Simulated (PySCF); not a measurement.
## Assigning NMR signals

Structure with atom numbers: `[SiH3:1][Si:2]1([SiH3:3])[O:4][SiH2:5][O:6][CH2:7][SiH2:8]1` (H(Xn): hydrogen on atom n).

- σ from GIAO-PBE0/pcSseg-1
- geometry: GFN2-xTB
- code: PySCF
- gas phase, one conformer, one averaged value for each set of equivalent atoms, non-relativistic

Scale: $^{1}$H (31.72 ppm) vs TMS (reference shieldings calculated alike).

Assign these signals to the numbered atoms. $^{1}$H NMR (400 MHz, computed): δ 4.69 (s, 2H), 4.55 (m, 2H), 4.08 (m, 2H), 3.74 (s, 6H).

## Answers


| δ (ppm) | atoms | environment | reason |
| --- | --- | --- | --- |
| 4.69 | H(Si5) | hydrogen on a silicon bonded to 2 O, in a 6-membered ring | – |
| 4.55 | H(C7) | hydrogen on an sp3 CH2 bonded to O and Si | its carbon carries O, hence the downfield position |
| 4.08 | H(Si8) | hydrogen on a silicon bonded to C, Si, in a 6-membered ring | – |
| 3.74 | H(Si1)/H(Si3) | hydrogen on a silicon bonded to Si | – |

No couplings were computed; multiplicities are counted from neighbouring protons, with m where these are inequivalent, close in shift, in a saturated or five-membered ring or joined by F or P, and br s for small geminal =CH2 splittings.
